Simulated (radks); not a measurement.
Values are calculated unless marked as measured or tabulated.
Ti3+, 19 electrons, occupied as [Ar] 3d1. Code: a radial shooting solver on a logarithmic mesh with Libxc functionals. Model: scalar-relativistic Kohn-Sham, Wu-Cohen GGA, spin-polarised, spherical densities, finite nucleus; open shells are filled with parallel spins first; Fermi nuclear charge, rms radius 3.5921 fm.

Local quantities along the radius. ELF = 1/(1 + alpha^2) is the electron localisation function; alpha = (tau - tau_W)/tau_unif compares the Pauli kinetic energy density with that of the uniform gas (summed over spins). tau is taken from the large components.

r (bohr)    ELF    alpha
0.004743  1.000  0.01570
0.005348  1.000  0.01619
0.006029  1.000  0.01679
0.006798  1.000  0.01752
0.007665  1.000  0.01840
0.008642  1.000  0.01946
0.009744  1.000  0.02075
0.01099   1.000  0.02234
0.01239   0.999  0.02428
0.01397   0.999  0.02669
0.01587   0.999  0.02994
0.0179    0.999  0.03385
0.02018   0.998  0.03887
0.02275   0.998  0.04545
0.02565   0.997  0.05421
0.02892   0.996  0.06611
0.03261   0.993  0.08260
0.03677   0.989   0.1060
0.04146   0.981   0.1399
0.04674   0.965   0.1902
0.0527    0.934   0.2660
0.0599    0.868   0.3906
0.06753   0.756   0.5680
0.07614   0.597   0.8211
0.08585   0.434    1.143
0.0968    0.318    1.465
0.1091    0.268    1.651
0.1231    0.282    1.594
0.1387    0.359    1.336
0.1564    0.488    1.023
0.1764    0.631   0.7650
0.2005    0.748   0.5803
0.226     0.813   0.4792
0.2548    0.843   0.4318
0.2873    0.842   0.4338
0.324     0.798   0.5034
0.3653    0.670   0.7025
0.4118    0.422    1.169
0.4643    0.199    2.006
0.5236    0.123    2.671
0.5903    0.167    2.236
0.6656    0.364    1.323
0.7564    0.653   0.7294
0.8529    0.800   0.5004
0.9616    0.849   0.4215
1.084     0.852   0.4163
1.222     0.824   0.4630
1.378     0.756   0.5682
1.554     0.631   0.7651
1.752     0.440    1.129
1.976     0.232    1.819
2.228     0.091    3.153
2.532     0.027    5.968
2.854     0.008    11.04
3.218     0.002    20.44
3.629     0.001    38.42
4.091     0.000    76.20
4.613     0.000    166.5

On this mesh the ELF has minima near r = 0.11, 0.52 bohr, which separate the shells, and maxima near 0.25 (0.84), 1.1 (0.85).
